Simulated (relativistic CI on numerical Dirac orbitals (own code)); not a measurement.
# Hyperfine structure of S11+, mass number 33

Method of calculation: Dirac-Coulomb-Breit CI, separate exchange-only KLI orbitals for each configuration, QED by a radiative potential, unscaled Slater integrals (own radial code, finite nucleus).

CI space (outside the closed core 1s2): 2s²2p, 2s2p², 2p³, 2p²3s, 2p²3p, 2p²3d, 2s²3s, 2s²3p, 2s²3d, 2s2p3s, 2s2p3p, 2s2p3d, 2s²4s, 2s²4p, 2s²4d, 2s²4f. Levels of other configurations are missing.

Nuclear spin I = 3/2, μ = 0.64325 μN, Q = -0.0694 b (tables of Stone and Pyykkö). The electronic factors are computed for point nuclear moments, without core polarisation or the Bohr-Weisskopf and QED corrections.

| Level | E (cm⁻¹) | A (MHz) | B (MHz) |
| --- | --- | --- | --- |
| 2s²2p ²P°1/2 | 0 | 12730 |  |
| 2s²2p ²P°3/2 | 13066 | 2619 | -730 |
| 2s2p² ⁴P1/2 | 190136 | 22440 |  |
| 2s2p² ⁴P3/2 | 194892 | 10520 | -597 |
| 2s2p² ⁴P5/2 | 201563 | 10980 | 750 |
| 2s2p² ²D3/2 | 351334 | -2813 | -1040 |
| 2s2p² ²D5/2 | 351549 | 12250 | -1480 |
| 2s2p² ²S1/2 | 446313 | 39730 |  |

Levels with J = 0, under 50 % of one LS term, or S terms without an open s electron are left out. Small factors come from cancelling terms and can be off by tens of per cent or more.

At this charge energies of transitions that change n are usually good to better than 1 %, and those within a shell (Δn = 0) to a few per cent.

Problem. Give the hyperfine levels of 2s²2p ²P°1/2 relative to its centre of gravity.

Solution. With K = F(F + 1) − I(I + 1) − J(J + 1), E = AK/2: F = 1: -15910, F = 2: 9549 MHz.
